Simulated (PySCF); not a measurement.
**TDDFT excited states: [C4H9F3N]+**

Species: C4H9F3N (charge +1).
SMILES with atom numbers: `[CH3:1][NH2+:2][CH2:3][CH2:4][C:5]([F:6])([F:7])[F:8]` (hydrogens: H9, H10, H11 on C1; H12, H13 on N2; H14, H15 on C3; H16, H17 on C4)

Level of theory: PySCF 2.14.0, density-fitted response routines, TDDFT CAM-B3LYP/def2-SVPD, vertical, gas phase, core orbitals frozen in the response. The structure is a single GFN2-xTB conformer in the gas phase; no vibrational or solvent corrections. Torsions of this conformer, `[CH3:1][NH2+:2][CH2:3][CH2:4][C:5]([F:6])([F:7])[F:8]`: C1–N2–C3–C4 -110°, N2–C3–C4–C5 60°, C3–C4–C5–F6 49°.

Question: List the vertical singlet excitations with oscillator strengths and describe the spectrum.

Answer: 

```csv
state,E (eV),ν̃ (cm⁻¹),f,"main configurations (H = HOMO, L = LUMO)"
S1,9.88,79680,0.0069,H→L (86%)
S2,10.48,84560,0.0098,"H-1→L (42%), H-2→L (39%)"
S3,10.60,85460,0.0077,"H-1→L (40%), H-2→L (37%)"
S4,10.87,87660,0.022,"H-4→L (40%), H→L+1 (17%), H-6→L (13%)"
S5,11.01,88770,0.012,H→L+1 (64%)
S6,11.20,90320,0.0093,"H→L+2 (51%), H→L+3 (17%)"
S7,11.30,91160,0.0065,"H-3→L (30%), H-6→L (24%)"
S8,11.37,91690,0.016,"H-3→L (39%), H-6→L (21%)"
```

Triplets (Tamm–Dancoff): T1 9.65 eV, H→L (78%); T2 10.24 eV, H-2→L (66%), H-5→L (9%); T3 10.32 eV, H-1→L (68%).

The lowest singlet lies at 9.88 eV (125 nm, vacuum ultraviolet) and is weak; its leading configuration is HOMO→LUMO (86%). The strongest level in the table is S4 at 10.87 eV (114 nm, f = 0.022). Löwdin shares by element: HOMO carbon 36% or more, fluorine 29% or more (atoms not listed hold the other 35%); LUMO hydrogen 38% or more, nitrogen 14%, carbon 10% or more (atoms not listed hold the other 38%). Weighted by f, the mean energy of these states is 10.90 eV. The oscillator strengths of these states sum to 0.091; summed over the whole spectrum of an exact calculation they would give the number of electrons, 66 (Thomas–Reiche–Kuhn). The listed states span 1.49 eV, and the widest gap between neighbours is 0.61 eV (S1 to S2). No computed singlet lies in the visible range (380 to 750 nm); the lowest, at 125 nm, stands 6.62 eV above its violet end (3.26 eV). Singlets were solved by full linear response, triplets in the Tamm–Dancoff approximation.

On Intel Xeon Platinum 8259CL at 2.50 GHz, one thread, shared host with 32 logical CPUs at a one-minute load of 21, this took 95 s wall (grids of density and orbitals included) and 1.1 GiB of memory at its peak.
